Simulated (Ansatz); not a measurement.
Isolated molecules relaxed with PBE0-D4/def2-TZVP in Ansatz; ΔE leaves out vibrations. CBS: MP2 limit from def2 TZ/QZ plus the TZ coupled-cluster correction, frozen cores. DFT in def2-TZVPP. B3LYP here is the variant with VWN-RPA as its local correlation; programs differ in this. def2 core potentials past Kr. For Ga, Sn outer-core shells are correlated without core-valence functions, which leaves a few kJ/mol of doubt a bond. Scalar relativity is left out up to krypton. One conformer a species, not always the lowest.

Reaction (redistribution): `F[BH][GaH][F]` + `[BH2][SnH2][SiH3]` → `[BH2][SnH2][BH]F` + `[F][GaH][SiH3]`

`F[BH][GaH][F]`:

Cartesian coordinates in Å:
```
F -0.360 -1.172 -1.735
B 0.173 -0.990 -0.541
Ga -0.274 0.773 0.546
F 0.986 2.005 0.381
H 0.900 -1.863 -0.146
H -1.425 1.246 1.494
```

`[BH2][SnH2][SiH3]`:

Cartesian coordinates in Å:
```
B 1.739 -1.227 0.463
Sn 0.160 -0.440 -0.906
Si -1.318 1.197 0.422
H 1.538 -2.196 1.132
H 2.780 -0.654 0.587
H -0.861 -1.666 -1.525
H 0.799 0.414 -2.245
H -0.496 2.317 0.954
H -2.383 1.759 -0.450
H -1.958 0.497 1.568
```

`[BH2][SnH2][BH]F`:

Z-matrix (Å, degrees):
```
Sn
B 1 2.277
B 1 2.238 2 109.5
H 1 1.711 2 109.3 3 -122.6
H 1 1.712 2 107.6 3 120.9
F 2 1.317 1 119.5 3 89.6
H 2 1.202 1 123.9 3 -89.4
H 3 1.194 1 120.6 2 -91.8
H 3 1.194 1 120.7 2 85.7
```

`[F][GaH][SiH3]`:

Z-matrix (Å, degrees):
```
Si
Ga 1 2.406
H 1 1.487 2 109.6
H 1 1.487 2 109.4 3 119.3
H 1 1.487 2 111.2 3 -120.5
F 2 1.766 1 112.7 3 -56.8
H 2 1.565 1 135.0 3 123.4
```

```csv
level,ΔE (kJ/mol),difference from CCSD(T)/CBS
LDA (SPW92),-2.5,-4.8
revPBE-D4,0.4,-1.9
r2SCAN-D4,-0.7,-3.0
B3LYP-D4,2.1,-0.2
r2SCANh,-0.2,-2.5
r2SCAN0,0.8,-1.5
CAM-B3LYP,1.7,-0.6
MP2/def2-TZVPP,2.9,0.6
CCSD/def2-TZVPP,1.0,-1.3
CCSD(T)/def2-TZVPP,0.5,-1.8
CCSD(T)/CBS,2.3,0
```

Largest T1 diagnostic among the species: 0.015.

Leaving LDA and LC-ωPBE aside and taking each functional with its dispersion term where it has one, the values, not all of them listed here, spread over 4.2 kJ/mol, from r2SCAN-D4 to BHLYP-D4.
